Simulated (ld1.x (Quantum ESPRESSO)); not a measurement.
Pseudopotential generation for Tb (Z = 65): TM, PBEsol, fully relativistic.

```json
{
  "Element": "terbium",
  "Generator": "ld1.x (Quantum ESPRESSO) 7.5",
  "Type": "norm-conserving Troullier–Martins (Kleinman–Bylander form)",
  "Functional": "PBEsol",
  "Relativity": "fully relativistic",
  "Frozen core": "[Kr] 4d10",
  "Valence charge": "19",
  "Reference configuration": "4f8 5s2 5p6 5d1 6s2 6p0",
  "Partial waves": "5p (bound): rc 1.75 bohr; 5d (bound): rc 2.20 bohr; 4f (bound): rc 0.65 bohr; 5s (bound): rc 1.30 bohr",
  "Local potential": "the s channel",
  "Core correction": "Bessel-smoothed model core inside 0.50 bohr"
}
```

Open shells are filled in proportion to 2j + 1 (rel_dist='average').

Occupied shells without a wave of their own: 6s. They enter only through the test configuration that unscreens the potential, and ld1.x also counts them in the model core charge.

All-electron outer shells of the reference configuration (PBEsol, scalar-relativistic, ld1.x):

| shell | level (eV) | outermost node (bohr) | outermost maximum (bohr) |
| --- | --- | --- | --- |
| 4p | -287.26 | 0.28 | 0.53 |
| 4d | -153.75 | 0.26 | 0.55 |
| 5s | -51.30 | 0.64 | 1.18 |
| 5p | -27.90 | 0.69 | 1.33 |
| 4f | -9.00 | – | 0.55 |
| 6s | -4.22 | 1.57 | 3.32 |
| 5d | -2.44 | 0.77 | 1.94 |
| 6p | -1.31 | 1.89 | 4.48 |

Problem. Tests: 4f9 5s2 5p6 5d0 6s2 6p0; 4f9 5s2 5p6 5d0 6s1 6p0; 4f9 5s2 5p6 5d0 6s0 6p0; 4f9 5s2 5p6 5d0 6s1.5 6p0; 4f9 5s2 5p6 5d1 6s0 6p0; 4f9 5s2 5p6 5d0 6s0 6p1; 4f9 5s2 5p6 5d0 6s0 6p2. Which has the largest error in its energy relative to the reference configuration, and how large is it?

Solution. 4f9 5s2 5p6 5d0 6s0 6p1, with -8509 meV (all-electron minus pseudo) on +5.47 eV.

A Bessel basis up to 400 Ry misses an occupied level by 0.79 Ry, so cutoffs and ghosts were not judged. ld1.x takes every shell without a wave as core, so the model core holds the 6s electrons as well and exchange and correlation see them twice. This cancels in the reference configuration, but the file is broken for other ones, and its errors say nothing about a proper core correction.
